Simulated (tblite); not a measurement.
Compound: C₆H₈NSi (doublet state).
SMILES with atom numbers: `[SiH3:1][NH:2][c:3]1[cH:4][cH:5][c:6][cH:7][cH:8]1` (hydrogens: H9, H10, H11 on Si1; H12 on N2; H13 on C4; H14 on C5; H15 on C7; H16 on C8)

The geometry is computed with GFN2-xTB (gas phase). This method treats the open shell by occupation alone, without spin polarisation.

Problem. List the bond lengths, angles and torsions at this level.

Solution. 
```csv
bond,length (Å),order
Si1–N2,1.729,single
N2–C3,1.382,single
C3–C4,1.396,aromatic
C4–C5,1.391,aromatic
C5–C6,1.363,aromatic
C6–C7,1.364,aromatic
C7–C8,1.390,aromatic
C3–C8,1.394,aromatic
"Si1–H9, Si1–H10, Si1–H11",1.464,single
N2–H12,1.009,single
C4–H13,1.082,single
C5–H14,1.079,single
C7–H15,1.080,single
C8–H16,1.079,single
```

Bonds in one row agree within 0.01 Å and their mean is given. Orders are formal, as drawn. A selection of angles:
```csv
angle,degrees
N2–Si1–H9,110.5
N2–Si1–H10,103.1
N2–Si1–H11,110.5
H9–Si1–H10,111.4
H9–Si1–H11,109.8
Si1–N2–C3,128.7
Si1–N2–H12,118.7
C3–N2–H12,112.6
N2–C3–C4,119.8
N2–C3–C8,120.9
C4–C3–C8,119.3
C3–C4–C5,120.5
C3–C4–H13,119.8
C5–C4–H13,119.7
C4–C5–C6,117.6
C4–C5–H14,120.2
C6–C5–H14,122.2
C5–C6–C7,124.4
C6–C7–C8,117.8
C6–C7–H15,122.1
C8–C7–H15,120.1
C7–C8–H16,120.0
C3–C8–C7,120.4
C3–C8–H16,119.6
```

Torsions: Si1–N2–C3–C4 -179° (antiperiplanar).

C8 (carbon bonded to 2 C and H) is planar (angles 120.4°, 120.0° and 119.6°, sum 360.0°, 0.00 Å off the plane of its three neighbours). The 6-membered ring C3–C4–C5–C6–C7–C8 has internal angles of 117.6° to 124.4°; it is planar, 0.00 Å rms from its mean plane, widest ring torsion 0°. The C–C distances run from 1.363 Å (C5–C6, aromatic) to 1.396 Å (C3–C4, aromatic), a spread of 0.033 Å. Of the pairs four or more bonds apart, Si1···H16 is among the closest relative to their van der Waals radii: 2.76 Å, 84 % of the sum of Bondi's values. C5 (carbon bonded to 2 C and H) is planar (angles 122.2°, 120.2° and 117.6°, sum 360.0°, 0.00 Å off the plane of its three neighbours). Si1 (silicon bonded to N and 3 H) is distorted tetrahedral (angles from 103.1° to 111.4°). C3 (carbon bonded to 2 C and N) is planar (angles 120.9°, 119.8° and 119.3°, sum 360.0°, 0.00 Å off the plane of its three neighbours).

Point group: Cs (every atom within 0.08 Å of its image). Its GFN2-xTB frequencies are all real (lowest 64 cm⁻¹).

On Arm Neoverse V2, one thread (shared host), this took 0.74 s wall. This is the geometry optimisation.

One conformer stands for the species.
